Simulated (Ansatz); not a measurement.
Calculated with Ansatz (gas phase, PBE0-D4/def2-TZVP geometries, no zero-point term in ΔE). CCSD(T)/CBS adds triple-zeta CCSD(T) − MP2 to the extrapolated MP2 energy (def2 sets, frozen cores). DFT in def2-TZVPP. B3LYP here is the variant with VWN-RPA as its local correlation; programs differ in this. def2 core potentials past Kr. For Sn outer-core shells are correlated without core-valence functions, which leaves a few kJ/mol of doubt a bond. Each species was taken in one conformer, which may not be the lowest.

Consider the redistribution: `N[BH][SnH]([F])[Cl]` + `C=C[SiH2]N` → `C=C[SiH2]BN` + `[NH2][SnH]([F])[Cl]`.

`N[BH][SnH]([F])[Cl]`:

```xyz
9

N    -1.601    0.405   -0.112
B    -0.769   -0.331    0.698
Sn    1.382   -0.108    0.098
F     1.108    1.146   -1.365
Cl    2.199   -2.020   -0.960
H    -2.604    0.413   -0.011
H    -1.257    0.973   -0.874
H    -1.176   -1.007    1.590
H     2.719    0.528    0.937
```

`C=C[SiH2]N`:

Cartesian coordinates in Å:
```
C 0.618 0.736 1.496
C 0.033 -0.408 1.153
Si -0.479 -0.805 -0.595
N -0.137 0.422 -1.743
H 0.913 0.959 2.518
H 0.826 1.506 0.757
H -0.152 -1.145 1.936
H -1.947 -1.050 -0.610
H 0.227 -2.044 -1.022
H 0.796 0.575 -2.085
H -0.699 1.254 -1.806
```

`C=C[SiH2]BN`:

```xyz
13

C    -1.862   -1.808   -0.715
C    -0.669   -1.458   -0.242
Si    0.236    0.096   -0.747
B     0.471    1.374    0.801
N     1.737    1.746    1.224
H    -2.375   -2.708   -0.385
H    -2.380   -1.208   -1.458
H    -0.207   -2.107    0.501
H    -0.545    0.727   -1.852
H     1.576   -0.282   -1.301
H    -0.467    1.834    1.392
H     2.584    1.416    0.791
H     1.901    2.379    1.990
```

`[NH2][SnH]([F])[Cl]`:

Z-matrix (Å, degrees):
```
Sn
F 1 1.920
Cl 1 2.305 2 105.4
N 1 1.996 2 110.0 3 -113.9
H 1 1.691 2 106.0 3 119.4
H 4 1.012 1 112.3 2 77.6
H 4 1.013 1 113.8 2 -46.0
```

(1) Is it downhill or uphill in electronic energy at CCSD(T)/CBS, and by how much? (Estimate.)

(2) What do these levels give: r2SCAN-D4, B3LYP-D4, ωB97X-V, ωB97M-V, B2PLYP, PBE, B3LYP, HF/def2-TZVPP, CCSD(T)/def2-TZVPP, MP2/def2-QZVPP, SCS-MP2/def2-QZVPP, HF/CBS(def2)? (Best estimate.)

Largest T1 diagnostic among the species: 0.014.

## Answers

(1) The calculation gave: Uphill: ΔE = +82.5 kJ/mol.

(2) Computed: r2SCAN-D4 83.4, B3LYP-D4 86.7, ωB97X-V 81.1, ωB97M-V 88.1, B2PLYP 84.2, PBE 76.3, B3LYP 84.9, HF/def2-TZVPP 85.2, CCSD(T)/def2-TZVPP 80.1, MP2/def2-QZVPP 87.1, SCS-MP2/def2-QZVPP 84.8, HF/CBS(def2) 84.7 kJ/mol.

From PBE to PBE0 (25 % exact exchange), in def2-TZVPP and without D4, ΔE moves by +4.3 kJ/mol.
